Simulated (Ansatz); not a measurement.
A structure relaxed at r2SCAN-D4/def2-SVPD in Ansatz, charge -1, doublet:

```tsv
atom	x (Å)	y (Å)	z (Å)
Pd1	-0.6030	1.2914	-0.6234
Pd2	1.4507	-0.1018	0.2708
Pd3	-0.8674	-1.1544	0.3349
O4	-2.1244	0.1472	-0.3955
O5	0.8743	-1.8680	0.9019
O6	1.2698	1.6856	-0.4888
```

(1) Give its formula and point group.

(2) Summarise the bond lengths by kind (pairs closer than 1.2 times the sum of covalent radii, bridged metal pairs left out).

Results:

(1) Pd₃O₃⁻. Point group C2v (tolerance 0.1 Å).

(2) 6 × O–Pd 1.92 to 1.97 Å.

In the def2 sets Pd takes a core potential; there is no spin–orbit coupling. The charge -1 doublet is spin-contaminated (final ⟨S²⟩ up to 1.85, 0.75 for a pure state). Another isomer (doublet) lies 0.02 eV lower at PBE0-D4/def2-TZVPD; other spin states weren't run for this one.
